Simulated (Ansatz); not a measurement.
WN4H6⁺, that is WN(NH2)3 with one electron fewer. The state is a doublet with charge 1. Geometry PBE0-D4/def2-SVP, that of the neutral singlet; atoms count from 1.

Cartesian coordinates in Å:
```
W 0.041 0.296 -0.075
N 0.259 1.893 -0.480
N 1.618 -0.595 -0.823
H 2.367 -0.137 -1.331
H 1.799 -1.593 -0.755
N -1.650 -0.175 -0.945
H -2.083 -1.093 -0.898
H -2.219 0.452 -1.504
N -0.029 0.318 1.883
H 0.057 1.143 2.466
H -0.159 -0.508 2.462
```

In the def2 sets W takes a core potential; there is no spin–orbit coupling.

(1) Estimate the Mulliken populations from the PBE0/def2-TZVP orbitals of Ansatz.

(2) Where does the spin sit?

(3) And the Mayer bond orders between bonded heavy atoms (over 0.3)?

## Answers

(1) 
```tsv
atom	charge (e)	spin (α − β)	d electrons
W1	1.14	-0.31	3.91
N2	-0.30	0.02	–
N3	-0.57	0.46	–
H4	0.32	-0.01	–
H5	0.30	-0.01	–
N6	-0.57	0.46	–
H7	0.30	-0.01	–
H8	0.32	-0.01	–
N9	-0.57	0.46	–
H10	0.32	-0.01	–
H11	0.30	-0.01	–
```
Mulliken values and Mayer orders depend strongly on the basis.

(2) Summed by element: W -0.31, N 1.39, H -0.08, of 1 unpaired in all. Largest on single atoms: N6 0.46, N9 0.46, N3 0.46.

(3) W1–N2 2.91 (1.66 Å); W1–N3 1.05 (1.96 Å); W1–N6 1.05 (1.96 Å); W1–N9 1.05 (1.96 Å).
